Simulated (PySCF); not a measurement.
F2Sn, SMILES [F][Sn][F] (connectivity only; charge and spin as stated), charge -1, multiplicity 2.

Coordinates come from a B3LYP-D3(BJ)/def2-SVPD optimisation. The spin state was assumed, not searched. The isomer is the one that the SMILES or the coordinates give; other isomers of the formula were not compared. The def2 effective core potentials stand for the cores of Sn; spin–orbit coupling is left out.

Two levels are set side by side: PBE/def2-TZVPD (PySCF) and PBE0/def2-TZVPD (PySCF). Same geometry, gas phase. Differences are taken from unrounded values.

```csv
quantity,PBE0
α-spin orbital gap (eV),3.14
β-spin orbital gap (eV),6.15
mean polarisability (bohr³),84.4
```

Problem. What does PBE give, and how far is it from PBE0? (Estimate from the structure and the level; the computed values follow.)

Solution. 
```
quantity                      PBE  PBE minus PBE0
---------------------------  ----  --------------
α-spin orbital gap (eV)      1.62           -1.52
β-spin orbital gap (eV)      4.33           -1.81
mean polarisability (bohr³)  94.2             9.9
```

PBE's more diffuse valence density responds more strongly to a field. Differences between two approximate levels are no errors against the true value.

Rough cost on one machine, each run with all the roots and properties that it gave: PBE0 against PBE about 1/2.
